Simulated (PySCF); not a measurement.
Level of theory: PBE0-D3(BJ)/def2-TZVP (PySCF). Gas-phase values, no solvent. One relaxed conformer stands for a flexible species; it need not be the lowest. Excitations are Tamm–Dancoff values on a coarser integration grid. The basis has no diffuse functions, so Rydberg states are missing or too high.

Reference species (SMILES): `CO[SiH3]` (neutral, multiplicity 1).

```yaml
HOMO: -8.18 eV
T1 excitation (TDA): 6.59 eV
S1–T1 gap (TDA): 0.35 eV
S1 oscillator strength: 0.000
```

Changed species: `OC[SiH3]` (H–O–C–Si torsion 59°).

Q: What does the change do to the HOMO, T1 excitation (TDA), S1–T1 gap (TDA) and S1 oscillator strength?

A: the HOMO rises by 0.60 eV, to -7.58 eV; the T1 excitation (TDA) decreases by 0.48 eV, to 6.11 eV; the S1–T1 gap (TDA) rises by 0.09 eV, to 0.44 eV; the S1 oscillator strength hardly moves.
